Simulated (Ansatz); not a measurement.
Mg₇O₈. Charge 0, multiplicity 1. Geometry r2SCAN-D4/def2-SVP, basis def2-TZVP, Ansatz.

```xyz
15

Mg   -2.443   -1.876    2.556
Mg   -2.603   -4.361    1.169
Mg    1.558    3.687    0.007
Mg    3.033    3.477   -2.423
Mg   -0.284    0.584    0.827
Mg    1.289    0.924   -1.392
Mg   -0.783   -1.959   -0.070
O     0.720    2.064    0.240
O    -0.377   -0.237   -1.107
O    -3.230   -3.524    2.690
O     2.666    4.673   -1.066
O    -1.337   -0.799    1.553
O    -1.495   -3.668   -0.092
O     0.867   -0.763   -0.306
O     2.419    1.775   -2.587
```

```tsv
run	HOMO (eV)	LUMO (eV)
A	-5.14	-2.52
B	-6.24	-1.83
C	-4.92	-2.55
D	-5.07	-2.09
E	-5.19	-2.76
```

The structure holds one bond between oxygen atoms, so isomers without such links may lie far lower. The structure comes from a short search, and lower isomers may exist.

The runs used B97M-V, LDA (SPW92), PBE, PBE0, r2SCAN. Estimate which is which.

A B97M-V (0 % exact exchange); B PBE0 (25 % exact exchange); C PBE (0 % exact exchange); D r2SCAN (0 % exact exchange); E LDA (SPW92) (0 % exact exchange). Exact exchange lowers occupied and raises empty levels; among semilocal functionals meta-GGAs tend to open the gap a little, and such runs are hard to tell apart. The gap grows from 2.37 eV (PBE) to 4.41 eV (PBE0). The restricted singlet is unstable towards broken spin symmetry in Hartree–Fock (as tested in another run); at B97M-V/def2-TZVP, PBE0-D4/def2-TZVP, PBE-D4/def2-TZVP, r2SCAN-D4/def2-TZVP and others this wasn't settled.
